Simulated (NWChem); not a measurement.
System: C$_{3}$H$_{4}$F$_{2}$Si; SMILES FC1=C[C@H](F)[SiH2]1

Input file for NWChem:

```
start job
memory heap 200 mb stack 900 mb global 1100 mb
geometry units angstroms noautosym nocenter noautoz
  F     -0.474555     2.362623     0.180837
  C     -0.229567     1.078069     0.016641
  C     -1.121332     0.108379    -0.264042
  C     -0.297316    -1.138518    -0.453518
  F     -0.619000    -2.146026     0.431278
  Si     1.250698    -0.073836    -0.010552
  H     -2.211207     0.185111    -0.361054
  H     -0.356928    -1.552640    -1.474964
  H      1.887723    -0.387700     1.299858
  H      2.307657     0.161527    -1.040614
end
basis spherical
  * library def2-svp
end
dft
  xc b3lyp
  iterations 150
  mulliken
end
task dft energy
esp
  recalculate
  probe 0.07
  range 0.3
  factor 1.0
  spacing 0.02
end
task esp
```

Excerpt of the output:

```
             Northwest Computational Chemistry Package (NWChem) 7.3.0
             --------------------------------------------------------

                             Geometry "geometry" -> ""
                             -------------------------

 Output coordinates in angstroms (scale by  1.889725989 to convert to a.u.)

  No.       Tag          Charge          X              Y              Z
 ---- ---------------- ---------- -------------- -------------- --------------
    1 F                    9.0000    -0.47455500     2.36262300     0.18083700
    2 C                    6.0000    -0.22956700     1.07806900     0.01664100
    3 C                    6.0000    -1.12133200     0.10837900    -0.26404200
    4 C                    6.0000    -0.29731600    -1.13851800    -0.45351800
    5 F                    9.0000    -0.61900000    -2.14602600     0.43127800
    6 Si                  14.0000     1.25069800    -0.07383600    -0.01055200
    7 H                    1.0000    -2.21120700     0.18511100    -0.36105400
    8 H                    1.0000    -0.35692800    -1.55264000    -1.47496400
    9 H                    1.0000     1.88772300    -0.38770000     1.29985800
   10 H                    1.0000     2.30765700     0.16152700    -1.04061400

 Effective nuclear repulsion energy (a.u.)     283.9157862301

                                 NWChem DFT Module
                                 -----------------

 Summary of "ao basis" -> "ao basis" (spherical)
 ------------------------------------------------------------------------------
       Tag                 Description            Shells   Functions and Types
 ---------------- ------------------------------  ------  ---------------------
 F                          def2-svp                 6       14   3s2p1d
 C                          def2-svp                 6       14   3s2p1d
 Si                         def2-svp                 8       18   4s3p1d
 H                          def2-svp                 3        5   2s1p

            General Information
            -------------------
          SCF calculation type: DFT
          Wavefunction type:  closed shell.
          No. of atoms     :    10
          No. of electrons :    54
           Alpha electrons :    27
            Beta electrons :    27
          Charge           :     0
          Spin multiplicity:     1
          Use of symmetry is: off; symmetry adaption is: off
          Maximum number of iterations: 150
          AO basis - number of functions:   108
                     number of shells:    50
          Convergence on energy requested:  1.00D-06
          Convergence on density requested:  1.00D-05
          Convergence on gradient requested:  5.00D-04

              XC Information
              --------------
                         B3LYP Method XC Potential
                     Hartree-Fock (Exact) Exchange  0.200
                        Slater Exchange Functional  0.800 local
                    Becke 1988 Exchange Functional  0.720 non-local
              Lee-Yang-Parr Correlation Functional  0.810
                  VWN I RPA Correlation Functional  0.190 local

             Grid Information
             ----------------
          Grid used for XC integration:  medium
          Radial quadrature: Mura-Knowles
          Angular quadrature: Lebedev.
          Tag              B.-S. Rad. Rad. Pts. Rad. Cut. Ang. Pts.
          ---              ---------- --------- --------- ---------
          F                   0.50       49          11.0       434
          C                   0.70       49          10.0       434
          Si                  1.10       88          10.0       590
          H                   0.35       45          12.0       434
          Grid pruning is: on
          Number of quadrature shells:   513
          Spatial weights used:  Erf1

      Superposition of Atomic Density Guess
      -------------------------------------

 Sum of atomic energies:        -602.19511469

      Non-variational initial energy
      ------------------------------

[...]

                     NWChem Electrostatic Potential Fit Module
                     -----------------------------------------

 Atom parameters

 Number of atoms is                                   10
 Number of basis functions is                        108

 Grid parameters

 Maximum number of grid points is                  42837
 Number of grid points is                          42836
 Grid range                                     0.300000 nm
 Grid spacing                                   0.020000 nm
 Probe radius                                   0.070000 nm
 Atom radius factor                             1.000000

 Atomic radii

    1    0.100000
    6    0.147000
    9    0.128000
   14    0.187000
 FASTESP  F
  using M.O. file = ./job.movecs

    Atom              Coordinates                           Charge

                                                  ESP

    1 F    -0.047456    0.236262    0.018084   -0.165171
    2 C    -0.022957    0.107807    0.001664    0.147396
    3 C    -0.112133    0.010838   -0.026404   -0.250805
    4 C    -0.029732   -0.113852   -0.045352    0.276808
    5 F    -0.061900   -0.214603    0.043128   -0.277537
    6 Si    0.125070   -0.007384   -0.001055    0.269290
    7 H    -0.221121    0.018511   -0.036105    0.144602
    8 H    -0.035693   -0.155264   -0.147496   -0.006408
    9 H     0.188772   -0.038770    0.129986   -0.055047
   10 H     0.230766    0.016153   -0.104061   -0.083128
                                            ------------
                                                0.000000

 Dipole moment                                  0.526652

 Quadrupole moment Qxx                          7.635418
                   Qyy                        -11.551986
                   Qzz                          3.916568

 RMS deviation kJ/mol                           0.058867

 RRMS %                                        36.106269
```

Level: B3LYP/def2-SVP. Coordinates come from a PBE0/def2-SVP optimisation. B3LYP is NWChem's, with the RPA form of VWN correlation.
